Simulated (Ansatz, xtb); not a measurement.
**Relative energy of two isomers of C4H9Cu**

We compare X, `CC(C)[CH2][Cu]`, a singlet, with Y, `CCC[CH2][Cu]`, a singlet. Both are isolated molecules in the gas phase, relaxed with PBE0-D3(BJ)/def2-SVP; the shapes shown needn't be the lowest conformers.

X (Å):

```xyz
14

C    -2.4450    0.3603    0.5463
C    -1.3188    0.7288   -0.4110
C     0.0408    0.5087    0.2398
C    -1.4401    0.0068   -1.7439
Cu   -1.3053   -1.8929   -1.5644
H    -3.4332    0.5296    0.0906
H    -2.3820   -0.7108    0.8102
H    -2.3958    0.9437    1.4798
H    -1.4089    1.8170   -0.6151
H     0.1697   -0.5585    0.4951
H     0.8624    0.7865   -0.4389
H     0.1508    1.0954    1.1660
H    -2.4118    0.2060   -2.2280
H    -0.6442    0.3109   -2.4456
```

Y (Å):

```json
{"atom": "C", "x (Å)": "0.8193", "y (Å)": "0.1601", "z (Å)": "2.3532"}
{"atom": "C", "x (Å)": "0.4152", "y (Å)": "-0.6440", "z (Å)": "1.1285"}
{"atom": "C", "x (Å)": "-0.9899", "y (Å)": "-0.3399", "z (Å)": "0.6263"}
{"atom": "C", "x (Å)": "-1.4345", "y (Å)": "-1.1833", "z (Å)": "-0.5554"}
{"atom": "Cu", "x (Å)": "-0.2390", "y (Å)": "-1.0979", "z (Å)": "-2.0427"}
{"atom": "H", "x (Å)": "1.8446", "y (Å)": "-0.0762", "z (Å)": "2.6769"}
{"atom": "H", "x (Å)": "0.1483", "y (Å)": "-0.0416", "z (Å)": "3.2039"}
{"atom": "H", "x (Å)": "0.7752", "y (Å)": "1.2429", "z (Å)": "2.1521"}
{"atom": "H", "x (Å)": "1.1277", "y (Å)": "-0.4589", "z (Å)": "0.3020"}
{"atom": "H", "x (Å)": "0.4938", "y (Å)": "-1.7243", "z (Å)": "1.3464"}
{"atom": "H", "x (Å)": "-1.0548", "y (Å)": "0.7338", "z (Å)": "0.3753"}
{"atom": "H", "x (Å)": "-1.6961", "y (Å)": "-0.4860", "z (Å)": "1.4697"}
{"atom": "H", "x (Å)": "-2.4258", "y (Å)": "-0.8777", "z (Å)": "-0.9289"}
{"atom": "H", "x (Å)": "-1.4941", "y (Å)": "-2.2529", "z (Å)": "-0.2862"}
```

Quicker runs give these differences E(Y) − E(X): GFN2-xTB +2.4 kcal/mol; HF/STO-3G −0.2 kcal/mol (at GFN2-xTB geometries); r2SCAN-D4/def2-SVP +2.6 kcal/mol (at GFN2-xTB geometries).

Question: Which of the two would you expect CCSD(T)/def2-SVP + ΔMP2/def2-TZVPP electronic energies to favour?

Answer: Structure X; the calculation gives E(Y) − E(X) = +2.8 kcal/mol.

How the difference moves with the method:

```
                             level              geometry  E(Y) − E(X) (kcal/mol)  departure from the last row (kcal/mol)  job, with rough time for the two
                          GFN2-xTB              GFN2-xTB                      +2.4                                    −0.4              optimisation, 0.19 s
                         HF/STO-3G              GFN2-xTB                      −0.2                                    −3.0               single point, 5.6 s
                r2SCAN-D4/def2-SVP              GFN2-xTB                      +2.6                                    −0.2               single point, 5.7 s
              PBE0-D3(BJ)/def2-SVP  PBE0-D3(BJ)/def2-SVP                      +2.2                                    −0.6                optimisation, 68 s
                       HF/def2-SVP  PBE0-D3(BJ)/def2-SVP                      +0.8                                    −2.0           part of the CCSD(T) run
                      MP2/def2-SVP  PBE0-D3(BJ)/def2-SVP                      +3.3                                    +0.5           part of the CCSD(T) run
                  CCSD(T)/def2-SVP  PBE0-D3(BJ)/def2-SVP                      +2.8                                    +0.1                      single point
CCSD(T)/def2-SVP + ΔMP2/def2-TZVPP  PBE0-D3(BJ)/def2-SVP                      +2.8                                                     single point, 1.8 min
```

As drawn, both hold the same kinds of bond in the same numbers. Structure X has 2 methyl groups, Y 1.

HF/STO-3G finds them nearly level. The largest departure from CCSD(T)/def2-SVP + ΔMP2/def2-TZVPP is that of HF/STO-3G, 3.0 kcal/mol. The last row adds to CCSD(T) the change of the MP2 difference between the two basis sets, here −0.1 kcal/mol.

With harmonic frequencies from PBE0-D3(BJ)/def2-SVP (ideal gas, rigid rotor, one conformer each, 298.15 K, 1 atm): on the last row, ΔE + ΔZPE = +3.1, ΔH = +3.2, ΔG = +2.8 kcal/mol.

The T1 diagnostic of structures X and Y is large, so the coupled-cluster value is less sure. The correlated steps freeze 9 core orbitals; the last core shell of Cu is correlated, in a basis made for valence electrons. Mirror images aren't counted in ΔG. Run with Ansatz 0.2.0, xtb 6.7.1; the last row on 2 threads of Intel(R) Xeon(R) Platinum 8259CL CPU @ 2.50GHz (Skylake/Cascade Lake) on a shared host.
